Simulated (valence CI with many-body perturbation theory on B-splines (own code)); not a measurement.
Results of a calculation; reference values are marked as such.
**In³⁵⁺: what the settings do**

Method: configuration interaction combined with many-body perturbation theory (CI+MBPT): four valence electrons over a frozen Dirac-Fock core [Ne], radial functions for each j: 6 s, 6 p, 5 d, 3 f, 1 g, with the one-electron correlation potential Σ1 (screened to all orders), the two-electron term Σ2, the three-electron term Σ3, Breit, model QED; selected single and double excitations, second order for the rest, scaled by the run's own slope (own B-spline code, finite nucleus).

No measured spectrum was set against this ion. As an estimate, large intervals hold to a few tenths of a per cent, small ones and those within an open d or f shell to about a per cent.

The reference run has the lowest level (3s^2 3p1/2^2) J=0 and an ionisation energy of 2315.51 eV. Its largest variational space holds 9999 state functions.

Levels are named by their leading jj configuration (3d3/2^4 stands for four electrons in 3d with j = 3/2), which in mixed levels can hold well under half, so a name can repeat and another be missing. Letters in brackets count levels of one name in rising energy.

Changed runs:
A. logarithmic knot step 0.27 → 0.33; scale of Σ1 1 → 0; scale of Σ2 1 → 0; three-electron term on → off
B. box radius (bohr) 2.3413 → 5.69
C. highest l in the core sums 6 → 3
D. logarithmic knot step 0.27 → 1.1 (bad on purpose)

Excitation energies of the reference run in cm⁻¹, and shifts in cm⁻¹:

```tsv
Level	Reference	A	B	C	D
(3s^2 3p1/2 3p3/2) J=1	363846	-1120	-0.3	+14	+92
(3s^2 3p1/2 3p3/2) J=2	409014	-829	-0.2	+12	+92
(3s^2 3p3/2^2) J=2	805601	-1777	-0.5	+27	+183
(3s^2 3p3/2^2) J=0	906118	-1047	-0.4	+22	+180
(3s 3p1/2^2 3p3/2) J=2	1065630	-341	-0.3	-26	-23
(3s 3p1/2^2 3p3/2) J=1	1208560	+1319	-0.4	-175	-24
(3s 3p1/2 3p3/2^2) J=2 [a]	1389230	-1416	-0.6	-247	+46
(3s^2 3p1/2 3d3/2) J=2	1402340	+1665	-1.0	-1337	-7.9
(3s 3p1/2 3p3/2^2) J=3	1465070	-808	-0.7	-347	+44
(3s 3p1/2 3p3/2^2) J=0	1573530	-78	-0.5	-130	+59
(3s^2 3p1/2 3d3/2) J=1	1573700	+4469	-0.8	-788	+14
(3s^2 3p1/2 3d5/2) J=2	1604600	+2186	-0.9	-888	+25
Ionisation energy (eV)	2315.51	-0.73	-0.0002	+0.03	-0.0054
```
